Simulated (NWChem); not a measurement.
System: C2H4FNSi; SMILES N#CC[SiH2]F

Input file for NWChem:

```
start job
memory heap 200 mb stack 900 mb global 1100 mb
geometry units angstroms noautosym nocenter noautoz
  N      0.720999    -2.545548    -0.222186
  C      0.034522    -1.676037     0.115036
  C     -0.807848    -0.563772     0.505457
  Si    -0.334317     1.077698    -0.306850
  F      1.100196     1.549145     0.284125
  H     -0.776540    -0.436475     1.600721
  H     -1.856109    -0.784152     0.237839
  H     -1.356108     2.089044     0.074210
  H     -0.220504     0.918359    -1.778306
end
basis spherical
  * library 6-31g*
end
dft
  xc b3lyp
  iterations 150
end
property
  shielding
  efieldgrad
end
task dft property
```

Excerpt of the output:

```
             Northwest Computational Chemistry Package (NWChem) 7.3.0
             --------------------------------------------------------

                             Geometry "geometry" -> ""
                             -------------------------

 Output coordinates in angstroms (scale by  1.889725989 to convert to a.u.)

  No.       Tag          Charge          X              Y              Z
 ---- ---------------- ---------- -------------- -------------- --------------
    1 N                    7.0000     0.72099900    -2.54554800    -0.22218600
    2 C                    6.0000     0.03452200    -1.67603700     0.11503600
    3 C                    6.0000    -0.80784800    -0.56377200     0.50545700
    4 Si                  14.0000    -0.33431700     1.07769800    -0.30685000
    5 F                    9.0000     1.10019600     1.54914500     0.28412500
    6 H                    1.0000    -0.77654000    -0.43647500     1.60072100
    7 H                    1.0000    -1.85610900    -0.78415200     0.23783900
    8 H                    1.0000    -1.35610800     2.08904400     0.07421000
    9 H                    1.0000    -0.22050400     0.91835900    -1.77830600

 Effective nuclear repulsion energy (a.u.)     202.1336526409

                              NWChem Property Module
                              ----------------------

  itol2e modified to match energy
  convergence criterion.

                                 NWChem DFT Module
                                 -----------------

 Summary of "ao basis" -> "ao basis" (spherical)
 ------------------------------------------------------------------------------
       Tag                 Description            Shells   Functions and Types
 ---------------- ------------------------------  ------  ---------------------
 N                           6-31g*                  6       14   3s2p1d
 C                           6-31g*                  6       14   3s2p1d
 Si                          6-31g*                  8       18   4s3p1d
 F                           6-31g*                  6       14   3s2p1d
 H                           6-31g*                  2        2   2s

  itol2e modified to match energy
  convergence criterion.

[...]

          -----------------------------------------
          Chemical Shielding Tensors (GIAO, in ppm)
          -----------------------------------------

                                NWChem CPHF Module
                                ------------------

  scftype          =     RHF
  nclosed          =       23
  nopen            =        0
  variables        =     1357
  # of vectors     =        3
  tolerance        = 0.10D-03
  level shift      = 0.00D+00
  max iterations   =       50
  max subspace     =       30

 SCF residual:    2.4339307268540705E-005

Iterative solution of linear equations
  No. of variables     1357
  No. of equations        3
  Maximum subspace       30
        Iterations       50
       Convergence  1.0D-04

   iter   nsub   residual    time
   ----  ------  --------  ---------
     1      3    3.19D-01      27.7
     2      6    2.30D-02      31.0
     3      9    1.48D-03      34.2
     4     12    8.36D-05      37.3

      Atom:    1  N
        Diamagnetic
    342.5031     -0.3236     -0.3348
     -0.3236    343.0964     -0.0235
     -0.3348     -0.0235    342.0027

        Paramagnetic
   -334.2581   -206.9615    -72.6537
   -206.9615   -233.8888    104.7226
    -72.6537    104.7226   -456.0211

        Total Shielding Tensor
      8.2450   -207.2851    -72.9885
   -207.2851    109.2075    104.6992
    -72.9885    104.6992   -114.0184

           isotropic =       1.1447
          anisotropy =     463.7935

          Principal Components and Axis System
                 1           2           3
              310.3404   -160.5344   -146.3718

      1        -0.5881      0.4876      0.6453
      2         0.7559      0.6152      0.2241
      3         0.2877     -0.6196      0.7304

      Atom:    2  C
        Diamagnetic
    253.8536    -21.4846     -8.7633
    -21.4846    266.9066      9.6431
     -8.7633      9.6431    240.3047

        Paramagnetic
   -162.3550   -113.1439    -44.3108
   -113.1439   -107.9317     55.2328
    -44.3108     55.2328   -226.9446

        Total Shielding Tensor
     91.4987   -134.6285    -53.0741
   -134.6285    158.9749     64.8759
    -53.0741     64.8759     13.3601

           isotropic =      87.9446
          anisotropy =     302.2764

          Principal Components and Axis System
                 1           2           3
              289.4621    -14.8058    -10.8227

      1        -0.5901      0.7522     -0.2930
      2         0.7533      0.3825     -0.5351
      3         0.2904      0.5365      0.7924

      Atom:    3  C
        Diamagnetic
    255.7277     -0.8348     -2.3621
     -0.8348    261.3456     -1.8540
     -2.3621     -1.8540    253.5693

        Paramagnetic
    -67.8778     -2.7922      5.2787
     -2.7922    -70.9278      0.1323
      5.2787      0.1323    -77.1962

        Total Shielding Tensor
    187.8499     -3.6270      2.9165
     -3.6270    190.4179     -1.7217
      2.9165     -1.7217    176.3731

           isotropic =     184.8803
          anisotropy =      12.9969

          Principal Components and Axis System
                 1           2           3
              193.5449    185.4721    175.6239

      1        -0.5922      0.7767     -0.2145
      2         0.7856      0.6157      0.0609
      3        -0.1793      0.1325      0.9748

      Atom:    4  Si
        Diamagnetic
    881.6537      2.7121      2.0692
      2.7121    881.7630     -1.3169
      2.0692     -1.3169    876.6017

        Paramagnetic
   -459.0180     25.2405     28.1810
     25.2405   -500.9013      4.6768
     28.1810      4.6768   -495.1617

[...]
```

Level: B3LYP/6-31G* (spherical d), GIAO. Coordinates come from a PBE0/def2-SVP optimisation. NWChem prints the field gradient with the sign opposite to the second derivative of the potential. The printed shielding anisotropy is the first printed principal value minus the mean of the other two.
